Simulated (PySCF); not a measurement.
C5H6Cl2Si.
SMILES with atom numbers: `[Cl:1][CH:2]([Cl:3])[C:4]1=[CH:5][CH:6]=[CH:7][SiH2:8]1`

Structure used (PBE0-D3(BJ)/def2-SVP), in Å, numbered top down from 1:
```xyz
14
C5H6Cl2Si angstrom
Cl     2.636    0.505   -1.702
C      2.079   -0.221   -0.163
Cl     2.866    0.604    1.217
C      0.608   -0.137   -0.047
C     -0.190   -1.215    0.114
C     -1.640   -0.963    0.223
C     -2.045    0.323    0.152
Si    -0.515    1.382   -0.086
H      2.447   -1.255   -0.157
H      0.195   -2.241    0.166
H     -2.325   -1.807    0.354
H     -3.098    0.606    0.220
H     -0.488    2.105   -1.390
H     -0.261    2.346    1.024
```

NICS is the negative of the GIAO shielding at a point without a nucleus: at the ring centre (0) and 1 Å above and below it (1); zz is the component along the ring normal. Level: GIAO PBE/pcSseg-1 (PySCF, non-relativistic, gas phase) on the PBE0-D3(BJ)/def2-SVP geometry, one conformer.

Ring bond lengths (Å): C4–C5 1.352, C5–C6 1.476, C6–C7 1.350, C7–Si8 1.876, Si8–C4 1.889.

Give the NICS values of each ring in ppm.

```csv
ring,type,NICS(0),"NICS(1), two faces","NICS(1)zz, two faces",rms pucker (Å),"centre to ring atoms, mean (Å)"
C4–C5–C6–C7–Si8,"5-membered ring with Si; formal bonds 2 double, 3 single",0.6,-1.7 / -1.7,1.8 / 1.8,0.00,1.35
```

What do they say, and how far can they be read as aromaticity?

- C4–C5–C6–C7–Si8: mean NICS(1)zz 1.8 ppm, near zero. Si8 has four or more neighbours, and the NICS criterion for π rings isn't applied.

At the first NICS(1) probe listed for ring C4–C5–C6–C7–Si8, 1 Å off the ring, how large is the induced field along the normal in 11.7 T applied along it?

NICSzz × B0 = 1.8 ppm × 11.7 T = 21 μT, along the applied field.

List the ring angles.

- C4–C5–C6–C7–Si8: C4 107.0°, C5 116.9°, C6 117.0°, C7 107.4°, Si8 91.7°; sum 540.0° against 540° for a flat convex ring.

How do the values depend on the level or the medium?

```
             level  NICS(0), C4–C5–C6–C7–Si8  mean NICS(1)zz, C4–C5–C6–C7–Si8
 PBE/pcSseg-1, gas                       0.6                              1.8
PBE0/pcSseg-1, gas                       0.7                              2.0
```

The geometry is the same throughout.

On Intel Xeon 6975P-C, one thread (shared host), this took 27 s of wall time and 0.75 GiB of memory at its peak. This is the whole shielding run at PBE/pcSseg-1, SCF included.
